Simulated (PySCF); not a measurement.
# CrF₃: one-bond stretch

Level of theory: UPBE in PySCF with Cr def2-SVP, F def2-SVP; no relativity; density-fitted integrals.

Rigid scan from the quartet minimum (Cr–F 1.718 Å (×3); F–Cr–F 120.0° (×3)). Coordinate: the bond from Cr to the last atom (F) scaled, the rest fixed. Energies in kJ/mol from the minimum.

| scale of one bond | E (kJ/mol) | dipole size (D) | ⟨S²⟩ |
| --- | --- | --- | --- |
| 0.92 | 34.5 | 0.74 | 3.77 |
| 0.96 | 7.5 | 0.35 | 3.77 |
| 1.00 | 0.0 | 0.00 | 3.77 |
| 1.05 | 8.5 | 0.40 | 3.78 |
| 1.12 | 39.5 | 0.90 | 3.78 |
| 1.20 | 87.4 | 1.38 | 3.80 |
| 1.35 | 183.9 | 2.05 | 3.84 |
| 1.55 | 292.9 | – | 3.99 |
| 1.80 | 379.1 | – | 4.23 |
| 2.20 | 441.5 | – | 4.43 |

Spin contamination is strong at 1.55, 1.80, 2.20, so these points are less reliable.

Open d and f shells are described by one determinant, and the ground state may have another occupation or spin.

Other isomers or separated fragments may lie lower.
